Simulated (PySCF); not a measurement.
## Structure from 2D NMR

Compound of formula C₃H₆N₂O₃SSi. Correlations simulated from computed shifts and the bond graph:

HSQC (one-bond C–H):
| δH | δC |
| --- | --- |
| 7.51 | 128.6 |
| 7.24 | 136.3 |

HMBC (two and three bonds, from the bond graph):
| δH | δC |
| --- | --- |
| 7.51 | 136.3, 125.8 |
| 7.24 | 128.6, 125.8 |
| 4.92 | 136.3, 125.8 |

Carbons without hydrogens: δ 125.8.

PySCF calculation with shielding tensors at KT3/pcSseg-1 (GIAO) and structure optimised with PBE0-D3(BJ)/def2-SVP; one conformer, relativity neglected, fast rotation and ring inversion assumed for equivalent nuclei, gas phase.

Scale: TMS for ¹H, ¹³C (reference shieldings calculated alike).

Exchangeable hydrogens are left out of these lists.

Problem. Work out the connectivity.

Solution. `O=S(=O)(O)c1cncn1[SiH3]`.

Atom-mapped SMILES (the numbers label the heavy atoms): `[O:1]=[S:2](=[O:3])([OH:4])[c:5]1[cH:6][n:7][cH:8][n:9]1[SiH3:10]`; H(Xn) means a hydrogen on atom n.

1. δC 136.3 is C8, an aromatic CH between two ring heteroatoms (δH 7.24).
2. δC 128.6 is C6, an aromatic CH next to a ring nitrogen (δH 7.51).
3. δC 125.8 is C5, an aromatic carbon bearing sulfur.
4. HMBC from δH 7.51 reaches the proton-free carbon C5.
5. HMBC from δH 7.24 reaches the proton-free carbon C5.
6. HMBC from δH 4.92 reaches the proton-free carbon C5.

The shifts were computed for this structure.

The OH or NH signal is concentration- and solvent-dependent in practice; the value given is the gas-phase one. Shifts are as computed, not scaled to solution data. Of 1309 compounds with measured shifts, 239 miss one by over three times the rms of a fit or turn the order of signals round; such compounds aren't used in these exercises.
